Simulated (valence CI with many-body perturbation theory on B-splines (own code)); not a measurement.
The numbers below are computed, except where a source is named.
# Ru37+: what each term of the Hamiltonian does

Method: configuration interaction combined with many-body perturbation theory (CI+MBPT): five valence electrons over a frozen Dirac-Fock core [He], radial functions for each j: 9 s, 9 p, 8 d, 6 f, 3 g, 1 h, with the one-electron correlation potential Σ1 (screened to all orders), the two-electron term Σ2, the three-electron term Σ3, Breit, model QED; selected single and double excitations, second order for the rest (own B-spline code, finite nucleus).

The last digits are not significant, and no measured levels were compared; by estimate large intervals hold to a few tenths of a per cent, small ones and those within an open d or f shell to about a per cent. Among the levels kept, up to 1800 cm⁻¹ of a level comes from second order outside the variational space, and about a tenth of that is noise between levels of different J, which matters for small intervals.

Each rung adds one term. CI alone is the Dirac-Coulomb CI over the frozen core; QED comes last and gives the full result, which names the levels. Energies are above (2s^2 2p1/2^2 2p3/2) J=3/2 on the same rung, in eV.

Levels are named by their leading jj configuration (3d3/2^4 stands for four electrons in 3d with j = 3/2), which in mixed levels can hold well under half, so a name can repeat and another be missing. Letters in brackets count levels of one name in rising energy.

| Level | CI alone | + Σ1 | + Σ2 | + Σ3 | + Breit | Full |
| --- | --- | --- | --- | --- | --- | --- |
| (2s^2 2p1/2 2p3/2^2) J=3/2 | 125.1 | 125.2 | 125.1 | 125.2 | 122.9 | 123.2 |
| (2s^2 2p1/2 2p3/2^2) J=5/2 | 143.7 | 143.8 | 143.8 | 143.8 | 139.6 | 139.8 |
| (2s^2 2p1/2 2p3/2^2) J=1/2 | 164.0 | 164.0 | 164.1 | 164.1 | 162.2 | 162.4 |
| (2s^2 2p3/2^3) J=3/2 | 290.6 | 290.7 | 290.8 | 290.7 | 285.7 | 286.3 |
| (2s 2p1/2^2 2p3/2^2) J=5/2 | 291.7 | 291.5 | 291.3 | 291.3 | 290.5 | 287.9 |
| (2s 2p1/2^2 2p3/2^2) J=1/2 | 340.3 | 340.1 | 340.0 | 339.9 | 340.7 | 338.1 |
| (2s 2p1/2^2 2p3/2^2) J=3/2 | 342.7 | 342.5 | 342.2 | 342.1 | 341.8 | 339.2 |
| (2s 2p1/2 2p3/2^3) J=3/2 [a] | 435.3 | 435.2 | 435.0 | 435.0 | 433.0 | 430.7 |
| (2s 2p1/2 2p3/2^3) J=5/2 | 462.3 | 462.2 | 462.0 | 461.9 | 458.0 | 455.7 |
| (2s 2p1/2 2p3/2^3) J=1/2 | 486.0 | 485.9 | 485.6 | 485.4 | 483.4 | 481.1 |
| (2s 2p1/2 2p3/2^3) J=3/2 [b] | 499.2 | 499.1 | 498.7 | 498.5 | 495.4 | 493.1 |
| (2s 2p3/2^4) J=1/2 | 629.3 | 629.2 | 629.0 | 628.8 | 624.5 | 622.4 |
| (2p1/2^2 2p3/2^3) J=3/2 | 682.0 | 681.7 | 681.1 | 680.8 | 681.0 | 675.9 |
| (2p1/2 2p3/2^4) J=1/2 | 823.0 | 822.7 | 822.2 | 821.9 | 819.6 | 814.7 |
| (2s^2 2p1/2^2 3s) J=1/2 | 2939.9 | 2940.2 | 2940.2 | 2940.1 | 2938.2 | 2938.8 |
| (2s^2 2p1/2^2 3p1/2) J=1/2 | 2989.8 | 2990.1 | 2990.1 | 2990.0 | 2988.9 | 2988.7 |
| (2s^2 2p1/2^2 3p3/2) J=3/2 | 3037.2 | 3037.4 | 3037.5 | 3037.3 | 3035.3 | 3035.2 |
| (2s^2 2p1/2 2p3/2 3s) J=3/2 [a] | 3068.4 | 3068.7 | 3068.8 | 3068.7 | 3063.9 | 3064.8 |
| (2s^2 2p1/2 2p3/2 3s) J=1/2 | 3074.2 | 3074.5 | 3074.5 | 3074.4 | 3069.7 | 3070.6 |

(1) How does the ionisation energy move along the ladder, and which term matters most?

## Answers

(1) CI alone 5326.3, + Σ1 5326.6, + Σ2 5326.6, + Σ3 5326.5, + Breit 5323.7, + QED 5323.6 eV. The largest step is Breit, -2.8 eV. NIST lists 5330 ± 40 eV (semi-empirical).
